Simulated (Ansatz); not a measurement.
`[CH3][Nb]([NH2])(=[O])[F]` + HCl → `[CH3][Nb](=[O])([F])[Cl]` + NH₃ at 400 K and 1 bar (ligand exchange at the Nb–N bond).

Isolated molecules relaxed with PBE0-D4/def2-TZVP in Ansatz; ΔE leaves out vibrations. CCSD(T)/CBS adds triple-zeta CCSD(T) − MP2 to the extrapolated MP2 energy (def2 sets, frozen cores). This one scheme is used for every species. def2 core potentials past Kr. For Nb outer-core shells are correlated without core-valence functions, which leaves a few kJ/mol of doubt a bond. Each species was taken in one conformer, which may not be the lowest.

```csv
species,CCSD(T)/CBS energy (Eh),H − E (kJ/mol),S (J/(mol·K))
`[CH3][Nb]([NH2])(=[O])[F]`,-327.80729,208.7,401.4
HCl,-460.38127,29.6,195.4
`[CH3][Nb](=[O])([F])[Cl]`,-731.70527,142.6,399.0
NH₃,-56.50880,104.2,203.1
```

H − E and S are ideal-gas, rigid-rotor, harmonic terms from PBE0-D4/def2-TZVP, for one conformer and one mirror image of each species. 1 Eh = 2625.50 kJ/mol, R = 8.31446 J/(mol·K).

Problem. By hand: ΔE, ΔH, ΔS and ΔG.

Solution. ΔE = (-731.70527) + (-56.50880) − (-327.80729) − (-460.38127) = -0.02551 Eh = -67.0 kJ/mol. Δ(H − E) = 142.6 + 104.2 − 208.7 − 29.6 = 8.5, so ΔH = -58.5 kJ/mol. ΔS = 399.0 + 203.1 − 401.4 − 195.4 = 5.3 J/(mol·K). ΔG = -58.5 − 400 × (5.3)/1000 = -60.6 kJ/mol.

Problem. By hand: the equilibrium constant, and the temperature at which ΔG would vanish if ΔH and ΔS stayed fixed.

Solution. log₁₀ K = −ΔG/(RT ln 10) = 7.9. ΔH and −TΔS have one sign here, so there is no such temperature. One of them is within its doubt of zero, so this could turn.

The number of gas molecules stays the same, so ΔS is small and ΔH decides. A doubt of 5 kJ/mol in ΔE shifts log₁₀ K by 0.7 here. Other conformers and mirror images would add mixing entropy, several J/(mol·K) or more a flexible species. These are equilibria of isolated gas molecules and say nothing of rates. Largest T1 diagnostic: 0.022 (customary marks: 0.02 for closed shells, 0.045 for open ones).
